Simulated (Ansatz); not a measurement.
One change: `O[SiH2]/C=C/[SiH3]` becomes `C=C[SiH3]`.

Ansatz, PBE0-D4/def2-TZVP geometries, multiplicity 1. Each molecule was computed in one conformer, which needn't be the lowest.

```csv
property,`O[SiH2]/C=C/[SiH3]`
LUMO energy (PBE/def2-TZVPP) / eV,-1.93
"ideal-gas entropy at 298 K and 1 bar (rigid rotor, harmonic PBE0-D4/def2-TZVP) / J/(mol·K)",373
HOMO–LUMO gap (ωB97M-V/def2-TZVPP) / eV,11.31
HOMO energy (B3LYP/def2-TZVPP) / eV,-7.79
HOMO–LUMO gap (B3LYP/def2-TZVPP) / eV,6.64
HOMO energy (PBE/def2-TZVPP) / eV,-6.88
```

What does the change do to each property? (An estimate is asked.)

Computed: 
```csv
property,`C=C[SiH3]`,shift
LUMO energy (PBE/def2-TZVPP) / eV,-1.51,0.42
"ideal-gas entropy at 298 K and 1 bar (rigid rotor, harmonic PBE0-D4/def2-TZVP) / J/(mol·K)",286,-87
HOMO–LUMO gap (ωB97M-V/def2-TZVPP) / eV,11.89,0.58
HOMO energy (B3LYP/def2-TZVPP) / eV,-7.78,0.01
HOMO–LUMO gap (B3LYP/def2-TZVPP) / eV,7.08,0.44
HOMO energy (PBE/def2-TZVPP) / eV,-6.90,-0.02
```

The zero-point energy changes by -57.4 kJ/mol with -12 modes.

B3LYP here is the variant with VWN-RPA as its local correlation; programs differ in this.
